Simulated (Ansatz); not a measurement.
Geometry optimisation of the cluster Sn8.

```yaml
crystal:
  periodic: [false, false, false]
  atoms:
    - {symbol: Sn, position_ang: [-0.905218, 2.425857, -0.345186]}
    - {symbol: Sn, position_ang: [0.744075, -0.886462, -1.059608]}
    - {symbol: Sn, position_ang: [-0.877664, -2.673338, 0.703721]}
    - {symbol: Sn, position_ang: [1.796522, -1.569790, 1.646952]}
    - {symbol: Sn, position_ang: [-0.774811, 0.185573, 1.914280]}
    - {symbol: Sn, position_ang: [0.425655, 1.411104, -2.706164]}
    - {symbol: Sn, position_ang: [-2.300167, -0.313459, -0.836566]}
    - {symbol: Sn, position_ang: [1.891609, 1.420505, 0.682581]}
basis:
  gaussian: {orbitals: def2-SVP}
magnetization: {spin_polarized: true, initial_magnetization: 4}
hamiltonian: {xc: pbe, dispersion: d4}
scf: {lower_state_search: "off"}
output: {orbitals: {seedname: orbitals}}
relax: {f_tol: 0.03, max_steps: 70}
```

```sh
$ ansatz run in.yaml --threads 4 --pin off --events-out ev --progress --plain --max-ram 6963MiB
```

Shortened log:

```
Functional definition: PBE
mean field -46658.32842501 eV, -1714.6619434681 hartree, gradient 6.3e-6 eV, S^2 6.009540; 0 other end points of the search recorded, 0 dependent functions left out
relax step   1: F+E_penalty+E_count = -46659.29528133 eV  Δ(F+E_penalty+E_count) = +0.000e0 eV  max|allowed force component| = 9.107e-1 eV/Å  Δτ_max = 0.0000 Å  (25 SCF iters, accepted)
mean field -46658.76848312 eV, -1714.6781153055 hartree, gradient 6.0e-6 eV, S^2 6.009134; 0 other end points of the search recorded, 0 dependent functions left out
relax step   2: F+E_penalty+E_count = -46659.72788178 eV  Δ(F+E_penalty+E_count) = -4.326e-1 eV  max|allowed force component| = 6.517e-1 eV/Å  Δτ_max = 0.1949 Å  (31 SCF iters, accepted)
mean field -46659.15010094 eV, -1714.6921395017 hartree, gradient 8.7e-6 eV, S^2 6.008241; 0 other end points of the search recorded, 0 dependent functions left out
relax step   3: F+E_penalty+E_count = -46660.07686679 eV  Δ(F+E_penalty+E_count) = -3.490e-1 eV  max|allowed force component| = 4.493e-1 eV/Å  Δτ_max = 0.2000 Å  (30 SCF iters, accepted)
mean field -46659.42941209 eV, -1714.7024039972 hartree, gradient 3.9e-6 eV, S^2 6.007179; 0 other end points of the search recorded, 0 dependent functions left out
relax step   4: F+E_penalty+E_count = -46660.35171083 eV  Δ(F+E_penalty+E_count) = -2.748e-1 eV  max|allowed force component| = 2.339e-1 eV/Å  Δτ_max = 0.1977 Å  (29 SCF iters, accepted)
mean field -46659.39694919 eV, -1714.7012110076 hartree, gradient 2.3e-6 eV, S^2 6.006608; 0 other end points of the search recorded, 0 dependent functions left out
relax step   5: F+E_penalty+E_count = -46660.33193983 eV  Δ(F+E_penalty+E_count) = +1.977e-2 eV  max|allowed force component| = 2.962e-1 eV/Å  Δτ_max = 0.2000 Å  (28 SCF iters, rejected (line search))
mean field -46659.44469920 eV, -1714.7029657881 hartree, gradient 1.6e-6 eV, S^2 6.006999; 0 other end points of the search recorded, 0 dependent functions left out
relax step   6: F+E_penalty+E_count = -46660.37546248 eV  Δ(F+E_penalty+E_count) = -2.375e-2 eV  max|allowed force component| = 9.517e-2 eV/Å  Δτ_max = 0.1000 Å  (28 SCF iters, accepted)
mean field -46659.44682075 eV, -1714.7030437537 hartree, gradient 2.9e-6 eV, S^2 6.006939; 0 other end points of the search recorded, 0 dependent functions left out
relax step   7: F+E_penalty+E_count = -46660.38035095 eV  Δ(F+E_penalty+E_count) = -4.888e-3 eV  max|allowed force component| = 3.640e-2 eV/Å  Δτ_max = 0.0259 Å  (24 SCF iters, accepted)
mean field -46659.44836749 eV, -1714.7031005953 hartree, gradient 2.6e-6 eV, S^2 6.006991; 0 other end points of the search recorded, 0 dependent functions left out
relax step   8: F+E_penalty+E_count = -46660.38108761 eV  Δ(F+E_penalty+E_count) = -7.367e-4 eV  max|allowed force component| = 1.073e-2 eV/Å  Δτ_max = 0.0106 Å  (22 SCF iters, accepted)
Total energy: -46660.38112513 eV, -1714.7373788064 hartree
Atom 0 at    -1.119292     2.632233     0.070557 Å, force     0.000395    -0.003867     0.001387 eV/Å
Atom 1 at     1.024943    -1.408421    -1.212331 Å, force     0.000807     0.000964    -0.000754 eV/Å
Atom 2 at    -1.028951    -2.577612     0.702304 Å, force     0.007104     0.010139    -0.002581 eV/Å
Atom 3 at     1.800363    -1.402095     1.728886 Å, force    -0.009210     0.003785    -0.008802 eV/Å
Atom 4 at    -0.787103     0.178727     1.964122 Å, force    -0.000410     0.003923    -0.003733 eV/Å
Atom 5 at     0.348478     1.347302    -2.502230 Å, force    -0.001196    -0.006918     0.010725 eV/Å
Atom 6 at    -1.865542    -0.110845    -1.009599 Å, force     0.003629    -0.002227     0.003126 eV/Å
Atom 7 at     1.627106     1.340702     0.258301 Å, force    -0.001117    -0.005798     0.000631 eV/Å
Dipole moment:     0.000156    -0.000181    -0.000145 e Å
Checks for a lower state left out: stability, starts, cluster_reference, orbital_swaps, neighbouring_geometries, increment
```

Hardware: 4 threads of Arm Neoverse V2 on a shared host. Wall time 59 s.

In the def2 sets Sn takes a core potential; there is no spin–orbit coupling. At PBE-D4/def2-SVP a singlet of charge 0 lies 1.18 eV below the quintet, each at its own geometry. The structure comes from a short search, and lower isomers may exist.
